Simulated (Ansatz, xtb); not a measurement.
# BGeH5O2: where a starting geometry ends

The starting geometry of this gas-phase singlet was built from a drawn formula by distance geometry; its bonds are those of `[O]=[GeH][BH2-][OH2+]`.

```yaml
atoms:
  - { symbol: B, position_ang: [0.5803, 1.1718, -0.4933] }
  - { symbol: Ge, position_ang: [0.6796, -0.2768, 0.7305] }
  - { symbol: O, position_ang: [0.0981, 0.0485, 2.0888] }
  - { symbol: O, position_ang: [0.9886, 0.5919, -1.8193] }
  - { symbol: H, position_ang: [0.3277, -1.5176, 0.1852] }
  - { symbol: H, position_ang: [1.2555, 2.1183, -0.1950] }
  - { symbol: H, position_ang: [-0.5448, 1.6238, -0.6509] }
  - { symbol: H, position_ang: [1.9257, 0.1731, -1.7533] }
  - { symbol: H, position_ang: [0.2486, -0.0643, -2.0294] }
```

Question: Predict what becomes of its bonds when it is optimised with r2SCAN-D4/def2-SVP.

Answer: It keeps its links, though one stretches towards breaking, and is `[O]=[GeH][BH2-][OH2+]`. Distances that change by over a tenth: Ge2–H5 (1.40 → 1.69 Å).

The energy falls by 2.23 eV over 19 steps:

| step | E − E(last) (eV) |
| --- | --- |
| 1 | 2.231 |
| 3 | 0.197 |
| 5 | 0.097 |
| 7 | 0.086 |
| 9 | 0.076 |
| 11 | 0.059 |
| 13 | 0.017 |
| 15 | 0.004 |
| 17 | 0.000 |
| 19 | 0.000 |

Final geometry (Å):

```xyz
9

B     0.5240    1.3993   -0.5837
Ge    0.2941   -0.0562    0.8856
O     0.0127   -0.4848    2.4413
O     0.7798    0.3827   -1.7898
H     0.5363   -1.3329   -0.1940
H     1.5256    2.0615   -0.4182
H    -0.5147    1.9842   -0.7833
H     1.6831    0.4748   -2.1307
H     0.7185   -0.5598   -1.3641
```

From the same start GFN2-xTB ends elsewhere, in pieces: BH3O + GeO + H2.

The end wasn't checked by frequencies. Run with Ansatz 0.2.0, 35 s on 2 threads of Intel(R) Xeon(R) Platinum 8488C (Sapphire Rapids), with other jobs on the host.
